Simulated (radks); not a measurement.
Results of a calculation; reference values are marked as such.
Mean orbital radii <r> (bohr) of neutral tungsten, [Xe] 4f14 5d4 6s2, at several levels of relativity; Dirac values are averaged over j with weights 2j + 1. Spin-unpolarised spherical Kohn-Sham, BLYP, point nucleus unless stated (finite: rms radius 5.3658 fm), a radial shooting solver on a logarithmic mesh with Libxc functionals. A level marked "c x" has the speed of light scaled by that factor and shares open shells by 2j + 1; other Dirac levels either fill j = l - 1/2 first or share by 2j + 1.

shell  non-rel.  scalar-rel.  scalar-rel., finite nucleus  Dirac, low j first  change of magnitude, last against first (%)
2p      0.07315      0.06943                      0.06943             0.06895                                        -5.74
3s       0.2197       0.2011                       0.2011              0.2005                                        -8.71
3p       0.2097       0.2013                       0.2013              0.2004                                        -4.46
3d       0.1839       0.1824                       0.1824              0.1824                                        -0.85
4s       0.4899       0.4495                       0.4496              0.4494                                        -8.27
4p       0.4970       0.4780                       0.4780              0.4768                                        -4.08
4d       0.5137       0.5114                       0.5114              0.5117                                        -0.41
5s        1.169        1.067                        1.067               1.068                                        -8.63
4f       0.5890       0.6080                       0.6080              0.6090                                        +3.38
5p        1.296        1.250                        1.250               1.249                                        -3.61
5d        1.982        2.079                        2.079               2.111                                        +6.49
6s        3.533        3.185                        3.186               3.207                                        -9.21
